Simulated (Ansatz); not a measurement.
Mulliken charges of CH3BOS (`OB1CS1`) from ωB97M-V/def2-TZVPP in Ansatz (PBE0-D4/def2-TZVP geometry).

```csv
atom,x (Å),y (Å),z (Å),charge (e)
O1,-1.351,0.665,-1.019,-0.251
B2,-0.440,-0.112,-0.419,0.244
C3,0.728,-0.232,0.562,-0.303
S4,0.118,-1.773,-0.334,-0.168
H5,-1.299,1.588,-0.754,0.198
H6,0.568,-0.264,1.636,0.140
H7,1.737,0.060,0.283,0.140
```

Question: By hand: the dipole of these point charges (1 e Å = 4.8032 D).

Answer: Σ q r = (0.057, 0.460, 0.159) e Å, of length 0.490 e Å = 2.35 D.

Question: How does the dipole of the full density compare? (An estimate is asked.)

Answer: Computed: (0.073, 0.542, 0.192) e Å, 2.78 D; the point charges give 0.85 times that, at 1° from its direction.

Point charges leave out the atoms' own dipoles, such as those of lone pairs, and Mulliken's split depends on the basis, so the two needn't agree.
